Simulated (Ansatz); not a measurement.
Cartesian coordinates (Å):
```xyz
12

B     -2.1743    -0.7041    -0.0690
C     -0.8008    -0.0305    -0.0024
C     -0.6178     1.2587     0.4820
S      1.0043     1.7649     0.4373
C      1.5251     0.2357    -0.2174
S      3.1978    -0.0486    -0.6709
C      0.4552    -0.5978    -0.4017
H     -3.1545    -0.1081     0.3148
H     -2.2896    -1.8276    -0.5013
H     -1.3926     1.9236     0.8664
H      3.6835    -0.2633     0.5746
H      0.5636    -1.6027    -0.8125
```
Charge 0, spin multiplicity 1.

All values below come from frozen-core CCSD(T)/cc-pVTZ // PBE0-D4/def2-SVP in Ansatz (a first-principles code). The restricted HF reference is unstable towards unrestricted orbitals.

```
Quantity                       Result
----------------------  -------------
HF energy               -974.18930 Ha
MP2 correlation energy    -1.08041 Ha
```

### Question
Estimate the CCSD correlation energy, the (T) correction, the total energy and the T1 diagnostic.

### Answer

```json
{
  "CCSD correlation energy": "-1.12199 Ha",
  "(T) correction": "-0.06217 Ha",
  "CCSD(T) total energy": "-975.37346 Ha",
  "T1 diagnostic": "0.014"
}
```
